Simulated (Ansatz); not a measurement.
`[SnH3][CH2][SnH3]` + `C=N` → `C=[N][SnH3]` + `[CH3][SnH3]` at 700 K and 1 bar (ligand exchange at the Sn–C bond).

Calculated with Ansatz (gas phase, PBE0-D4/def2-TZVP geometries, no zero-point term in ΔE). CCSD(T)/CBS is the MP2 limit (def2-TZVPP, def2-QZVPP) plus CCSD(T) − MP2 in def2-TZVPP, frozen cores. This one scheme is used for every species. Elements past krypton have def2 core potentials. For Sn outer-core shells are correlated without core-valence functions, which leaves a few kJ/mol of doubt a bond.

```json
{"species": "`[SnH3][CH2][SnH3]`", "CCSD(T)/CBS energy (Eh)": "-470.86997", "H − E (kJ/mol)": "260.4", "S (J/(mol·K))": "512.2"}
{"species": "`C=N`", "CCSD(T)/CBS energy (Eh)": "-94.52360", "H − E (kJ/mol)": "135.6", "S (J/(mol·K))": "268.6"}
{"species": "`C=[N][SnH3]`", "CCSD(T)/CBS energy (Eh)": "-309.73027", "H − E (kJ/mol)": "190.5", "S (J/(mol·K))": "398.4"}
{"species": "`[CH3][SnH3]`", "CCSD(T)/CBS energy (Eh)": "-255.66383", "H − E (kJ/mol)": "202.9", "S (J/(mol·K))": "368.5"}
```

H − E and S are ideal-gas, rigid-rotor, harmonic terms from PBE0-D4/def2-TZVP. 1 Eh = 2625.50 kJ/mol, R = 8.31446 J/(mol·K).

**Question.** By hand: ΔE, ΔH, ΔS and ΔG.

**Answer.** ΔE = (-309.73027) + (-255.66383) − (-470.86997) − (-94.52360) = -0.00053 Eh = -1.4 kJ/mol. Δ(H − E) = 190.5 + 202.9 − 260.4 − 135.6 = -2.6, so ΔH = -4.0 kJ/mol. ΔS = 398.4 + 368.5 − 512.2 − 268.6 = -13.9 J/(mol·K). ΔG = -4.0 − 700 × (-13.9)/1000 = 5.7 kJ/mol.

**Question.** By hand: the equilibrium constant, and the temperature at which ΔG would vanish if ΔH and ΔS stayed fixed.

**Answer.** log₁₀ K = −ΔG/(RT ln 10) = -0.4. ΔG = 0 at ΔH/ΔS = 288 K, though so small a ΔH makes that figure unsure.

TΔS isn't small against ΔH here. The sign of ΔG lies within the doubt. A doubt of 5 kJ/mol in ΔE shifts log₁₀ K by 0.4 here. Modes under 60 cm⁻¹, often nearly free rotors, make the harmonic entropy too high. These are equilibria of isolated gas molecules and say nothing of rates. Largest T1 diagnostic: 0.014 (customary marks: 0.02 for closed shells, 0.045 for open ones).
